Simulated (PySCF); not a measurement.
From computed data to an observable: chemical shift, span and skew from a shielding tensor

Al(H)(Me)(SH) (CH5AlS), SMILES [CH3][AlH][SH]. Atoms are numbered in the order given.

```xyz
8

Al    -0.5739     0.1736    -0.5207
H     -1.7890    -0.3961    -1.3576
C      0.0329     2.0228    -0.5415
H      1.0817     2.0922    -0.8477
H     -0.0298     2.4696     0.4561
H     -0.5532     2.6466    -1.2209
S      0.4510    -1.2998     0.7360
H      1.3381    -0.4082     1.2129
```
Charge 0, spin multiplicity 1.

The structure is a stationary point at r2SCAN-D4/def2-TZVP. The geometry has at least one imaginary mode, so it is a saddle point at that level. Other conformers were not sampled.

GIAO shieldings from B3LYP/pcSseg-1 run with PySCF, non-relativistic, no solvent. The symmetric part of the tensor of C3 has the principal values 181.7, 188.7, 195.6 ppm. The same nucleus in TMS has σ = 181.3 ppm at this level (PySCF, at its B3LYP-D3(BJ)/def2-TZVP geometry).

Work out the isotropic shielding, the ¹³C shift against TMS, the span and the skew.


σ(iso) = (σ11 + σ22 + σ33)/3 = 188.7 ppm. δ = σ(ref) − σ(iso) = 181.3 − (188.7) = -7.4 ppm.
Span Ω = σ33 − σ11 = 13.9 ppm. Skew κ = 3(σ(iso) − σ22)/Ω = -0.01. Tumbling in solution averages the tensor to δ; in a static solid the shielding alone would spread this spin-1/2 line over Ω.
